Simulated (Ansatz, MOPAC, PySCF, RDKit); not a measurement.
Complex: H2 (SMILES [H][H]) (first 2 atoms) with C4H6 (SMILES C=CC=C); geometry from B3LYP-D3(BJ)/def2-TZVP, rigid monomers moved along the line of their centres of mass till H2···C4 is 4.33 Å.
(charge 0, multiplicity 1):
```json
[
 {"atom": "H", "x (Å)": "-0.3978", "y (Å)": "-0.7720", "z (Å)": "-0.1385"},
 {"atom": "H", "x (Å)": "-0.3146", "y (Å)": "-0.3297", "z (Å)": "0.4548"},
 {"atom": "C", "x (Å)": "1.0738", "y (Å)": "1.7681", "z (Å)": "3.8566"},
 {"atom": "C", "x (Å)": "0.1644", "y (Å)": "1.0586", "z (Å)": "4.5270"},
 {"atom": "C", "x (Å)": "0.2931", "y (Å)": "-0.3551", "z (Å)": "4.8298"},
 {"atom": "C", "x (Å)": "-0.6202", "y (Å)": "-1.0655", "z (Å)": "5.4936"},
 {"atom": "H", "x (Å)": "1.9878", "y (Å)": "1.3127", "z (Å)": "3.4931"},
 {"atom": "H", "x (Å)": "0.9348", "y (Å)": "2.8208", "z (Å)": "3.6509"},
 {"atom": "H", "x (Å)": "-0.7418", "y (Å)": "1.5457", "z (Å)": "4.8767"},
 {"atom": "H", "x (Å)": "1.1990", "y (Å)": "-0.8426", "z (Å)": "4.4799"},
 {"atom": "H", "x (Å)": "-0.4838", "y (Å)": "-2.1191", "z (Å)": "5.6957"},
 {"atom": "H", "x (Å)": "-1.5349", "y (Å)": "-0.6099", "z (Å)": "5.8549"}
]
```

Interaction energies are E(AB) − E(A) − E(B) at the monomers' geometry in the complex; basis-set methods are counterpoise corrected. Rows marked so take none. RDKit's UFF carries no charges.

Frozen-core correlation. Rows in 6-31G* carry no dispersion term and start afresh at each structure (6-31G* with six Cartesian d functions). MP2/6-31G* freezes PySCF's default core. The state that PM6 reach isn't checked.

Run with Ansatz (a program for electronic structure); MOPAC for PM6 (differences of heats of formation); PySCF for 6-31G* rows, the dispersion terms; RDKit for the force fields. Each number belongs to the level named beside it.

| level | interaction energy (meV) |
|---|---|
| UFF | -7.3 |
| PM6 | -0.1 |
| HF/6-31G* (no counterpoise) | -4.5 |
| BP86/6-31G* (no counterpoise) | 0.3 |
| PBE0-D4/def2-TZVPPD | -12.1 |
| M06-2X/6-31G* (no counterpoise) | -9.4 |
| MP2/6-31G* | [?] |
| SCS-MP2/aug-cc-pVDZ | -7.1 |
| CCSD(T)/aug-cc-pVDZ | [?] |

Question: Fill in the missing entries.

Answer: 
- MP2/6-31G*, interaction energy (meV): -3.9
- CCSD(T)/aug-cc-pVDZ, interaction energy (meV): -8.3
